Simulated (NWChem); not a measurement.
C2H5NOSi; SMILES O=C/N=C/[SiH3]

```xyz
10

O      0.1470     2.9028     0.4732
C     -0.3486     1.8854     0.0974
N      0.2312     0.6076     0.3095
C     -0.4389    -0.3709    -0.1633
Si     0.1680    -2.1603     0.0163
H     -1.3267     1.8586    -0.4617
H     -1.4030    -0.1788    -0.6952
H     -0.8846    -2.9335     0.7421
H      1.4582    -2.1852     0.7540
H      0.3181    -2.7357    -1.3545
```
Atoms are numbered in this order, from 1.

Computed with NWChem. Pople sets run with spherical d functions. Structure relaxed at the PBE0/def2-SVP level. B3LYP is NWChem's, with the RPA form of VWN correlation. Atomic charges in e: unrestrained fits to the electrostatic potential beside Mulliken populations; buried atoms are poorly determined by the fit.

For level B3LYP/def2-SVP:

```
Item          Value
------------  -----
Mulliken O1   -0.14
Mulliken C2    0.17
Mulliken N3   -0.13
ESP Si5        0.36
Mulliken Si5   0.44
```

Q: How do the values read with level Hartree-Fock/6-31G* instead?

A: 
* **Mulliken O1**: -0.48
* **Mulliken C2**: 0.49
* **Mulliken N3**: -0.46
* **ESP Si5**: 0.49
* **Mulliken Si5**: 0.69
